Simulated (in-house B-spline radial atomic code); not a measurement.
The numbers below are computed, except where a source is named.
Ge in an electron gas of r_s = 2.2: phase shifts, screening, friction and resistivity

A nucleus sits in a uniform electron gas with a rigid positive background. The Kohn-Sham equations are solved self-consistently in the spin-unpolarised LDA (PW92), non-relativistic, on B-splines with outgoing waves at the boundary and partial waves to l = 8. The model has no lattice, no bands and no magnetic solution. Atomic units; δ_l are the phase shifts at the Fermi level, counted so that each bound state adds π, and good to about 0.0005.

The density parameter is r_s = 2.2 bohr, near that of the valence electrons of Ga (3 per atom, density 5.91 g/cm³, mass 69.72 u, which gives r_s = 2.19).

```
l  δ_l (rad)
0    10.2881
1     7.5251
2     3.3922
3     0.0502
4     0.0082
5     0.0015
6     0.0004
7     0.0002
8     0.0001
```

Bound levels below the band bottom (hartree): p -43.26, s -5.529, p -3.762, d -0.6883, s -0.1024 and deeper ones.

**Question.** Check the Friedel sum rule, and say where the screening charge sits.

**Answer.** k_F = (9π/4)^(1/3)/r_s = 0.87234. The rule is Z = (2/π) Σ (2l + 1) δ_l. The terms are s 6.550, p 14.372, d 10.798, f 0.224 and 0.064 beyond, in all 32.007 against Z = 32. Bound states hold 8 s, 12 p, 10 d electrons, so the scattering states carry 2.01 in all; where a term is smaller than its bound count, the bound level has drawn weight out of the band.

**Question.** Find the transport cross section and the electronic stopping of a 10 keV Ge ion (mass 72.63 u).

**Answer.** σ_tr = (4π/k_F²) Σ (l + 1) sin²(δ_l − δ_(l+1)). The terms for l = 0 to 3 are 0.1366, 1.4003, 0.1189, 0.0071, all together 1.6631, so σ_tr = 16.513 × 1.6631 = 27.463 bohr². With n = 3/(4π r_s³) = 0.02242, the friction coefficient is Q = n k_F σ_tr = 0.5371. For v well below v_F = 0.872, dE/dx = Q v; with 24801 eV per u at v = 1, v = √(10000/(24801 × 72.63)) = 0.0745, so dE/dx = 0.04002 hartree/bohr = 20.6 eV/nm. The largest term couples the p and d waves.

**Question.** What residual resistivity would 1 atomic per cent of such centres give in Ga?

**Answer.** Δρ = k_F n_i σ_tr/n in atomic units of 21.74 μΩ·cm. With one host atom per 3 electrons, n_i/n = 0.01/3, so Δρ = 0.8723 × 0.00333 × 27.463 × 21.74 = 1.74 μΩ·cm. This is an atom added to the gas, as on an interstitial site.

**Question.** On a substitutional site the background of one host ion, a sphere holding 3 charges, is taken out. The phase shifts for l = 0 to 4 become 9.9915, 6.8402, 3.0667, -0.0296, -0.0073. What follows?

**Answer.** The Friedel sum is now 29.00, for Z − 3 = 29. The sum in σ_tr is 0.7062, so σ_tr = 11.66 bohr² and Δρ = 0.74 μΩ·cm per atomic per cent, 0.42 times the value above. A real host ion scatters too, so this model doesn't give zero even for the host's own atom.
